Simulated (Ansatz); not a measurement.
Reaction (ligand exchange at the Si–N bond): `C[SiH2]N[SiH3]` + `[NH2][Sn][OH]` → `[NH2][Sn][O][SiH3]` + `C[SiH2]N`

Program: Ansatz. Geometries: PBE0-D4/def2-TZVP. ΔE: electronic, gas phase. CCSD(T)/CBS adds triple-zeta CCSD(T) − MP2 to the extrapolated MP2 energy (def2 sets, frozen cores). Functionals use def2-TZVPP. def2 core potentials past Kr. For Sn outer-core shells are correlated without core-valence functions, which leaves a few kJ/mol of doubt a bond. Each species was taken in one conformer, which may not be the lowest.

`C[SiH2]N[SiH3]`:

Z-matrix (Å, degrees):
```
C
Si 1 1.865
H 1 1.094 2 110.6
H 1 1.093 2 110.9 3 120.2
H 1 1.093 2 111.0 3 -119.6
N 2 1.730 1 112.8 3 179.6
H 2 1.491 1 108.4 3 57.3
H 2 1.487 1 110.4 3 -61.8
Si 6 1.724 2 128.4 1 114.8
H 6 1.011 2 115.9 1 -70.0
H 9 1.489 6 109.9 2 -142.1
H 9 1.491 6 113.5 2 97.9
H 9 1.485 6 108.1 2 -22.2
```

`[NH2][Sn][OH]`:

Z-matrix (Å, degrees):
```
N
Sn 1 2.022
H 1 1.010 2 126.2
H 1 1.009 2 123.1 3 -180.0
O 2 1.984 1 96.6 3 -0.1
H 5 0.960 2 116.5 1 -0.1
```

`[NH2][Sn][O][SiH3]`:

Cartesian coordinates in Å:
```
N 0.897 -0.318 1.826
Sn -0.111 1.417 1.683
O -0.698 1.130 -0.196
Si -0.629 0.102 -1.450
H 0.971 -0.995 1.081
H 1.388 -0.621 2.652
H 0.158 -1.128 -1.126
H 0.020 0.748 -2.625
H -1.996 -0.336 -1.846
```

`C[SiH2]N`:

Cartesian coordinates in Å:
```
C -0.931 0.238 -1.017
Si -0.102 -0.456 0.511
N 1.455 0.172 0.887
H -1.910 -0.226 -1.166
H -0.330 0.050 -1.911
H -1.079 1.317 -0.930
H 0.055 -1.926 0.333
H -0.975 -0.180 1.685
H 2.260 -0.089 0.343
H 1.558 1.099 1.266
```

CCSD(T)/CBS gives -53.9 kJ/mol.

(1) Another level gave -52.9 kJ/mol. Which?
A. revPBE/def2-TZVPP
B. HF/def2-TZVPP
C. BHLYP/def2-TZVPP
D. r2SCAN-D4/def2-TZVPP

Largest T1 diagnostic among the species: 0.017.

Answers

(1) D. r2SCAN-D4 -52.9, revPBE -46.5, BHLYP -59.2, HF/def2-TZVPP -63.9 kJ/mol.

Leaving LDA and LC-ωPBE aside and taking each functional with its dispersion term where it has one, the values, not all of them listed here, spread over 15.4 kJ/mol, from BHLYP-D4 to revPBE-D4. In def2-TZVPP, CCSD(T) changes the Hartree–Fock value by +9.9 kJ/mol (the triples alone add +1.1 kJ/mol) and MP2 by +9.9 kJ/mol.
